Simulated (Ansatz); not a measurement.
Relaxation of C₂H₆Cl₂FNSi (13 atoms, charge 0, multiplicity 1), to a largest force component of 0.02 eV/Å in at most 40 steps.

All numbers below come from RKS CAM-B3LYP-D4/STO-3G (Ansatz 0.2.0).

```xyz
13
Properties=species:S:1:pos:R:3
Si 0.000 0.000 0.000
N 0.000 0.000 1.820
C -1.216 -0.376 2.555
H -1.864 -1.000 1.905
H -0.938 -0.953 3.461
H -1.766 0.540 2.855
C 1.216 0.376 2.555
H 1.464 -0.416 3.292
H 2.058 0.494 1.842
H 1.046 1.335 3.087
F 1.499 0.000 -0.529
Cl -1.003 1.738 -0.709
Cl -1.003 -1.738 -0.709
```

Where does it end, and by what steps?

The run converged. The force dipped under the threshold on the way, but the program's further checks kept it going. Limits of this set-up: minimal basis. After 11 steps the energy has fallen by 0.343 eV; H10 moved furthest, 0.35 Å.

| step | energy less start (eV) | largest force component (eV/Å) | accepted |
| --- | --- | --- | --- |
| 0 | 0.0000 | 4.161 | yes |
| 1 | -0.2769 | 1.521 | yes |
| 2 | -0.3250 | 0.222 | yes |
| 3 | -0.3302 | 0.089 | yes |
| 4 | -0.3334 | 0.065 | yes |
| 5 | -0.3339 | 0.179 | yes |
| 6 | -0.3386 | 0.055 | yes |
| 7 | -0.3406 | 0.111 | yes |
| 8 | -0.3420 | 0.062 | yes |
| 9 | -0.3428 | 0.018 | yes |
| 10 | -0.3428 | 0.038 | yes |
| 11 | -0.3429 | 0.016 | yes |

```xyz
13
Properties=species:S:1:pos:R:3
Si 0.015 -0.035 0.058
N 0.082 -0.253 1.754
C -1.155 -0.489 2.541
H -1.859 -1.089 1.943
H -0.905 -1.050 3.456
H -1.654 0.452 2.839
C 1.152 0.444 2.516
H 1.395 -0.135 3.423
H 2.060 0.515 1.897
H 0.858 1.464 2.828
F 1.499 -0.159 -0.554
Cl -0.741 1.837 -0.550
Cl -1.254 -1.503 -0.727
```

Whether the end is a true minimum wasn't checked by a vibrational analysis.

Time of the run: 73 s on 1 thread of Arm Neoverse V1 (shared host), peak memory 0.19 GiB.
